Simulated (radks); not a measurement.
Values are calculated unless marked as measured or tabulated.
Question: These are the eigenvalues of the occupied orbitals of an atom or ion with whole-number occupations (hartree). Code: a radial shooting solver on a logarithmic mesh with Libxc functionals. Model: non-relativistic Kohn-Sham, SCAN, spin-polarised, spherical densities, point nucleus; meta-GGA in the generalised Kohn-Sham scheme.

1s up: -145.0993
1s down: -145.0976
2s up: -15.42989
2s down: -15.42898
2p up: -12.54563
2p down: -12.54403
3s up: -1.87020
3s down: -1.86689
3p up: -1.15008
3p down: -1.14664
4p up: -0.09923

Which element is it, and in what charge state? The configuration may be excited. Open shells, if any, are filled with parallel spins first.

Answer: Z = 20, calcium, charge 0: Ca in [Ar] 4p2. The list shows which subshells hold electrons but not how many an open one holds; the 1s level, -145.1 hartree, gives Z - s = 17.0 by -(Z - s)^2/2, which with screening narrows Z to a few neighbours, and the depths of the outer levels then fix element, charge and occupations together.
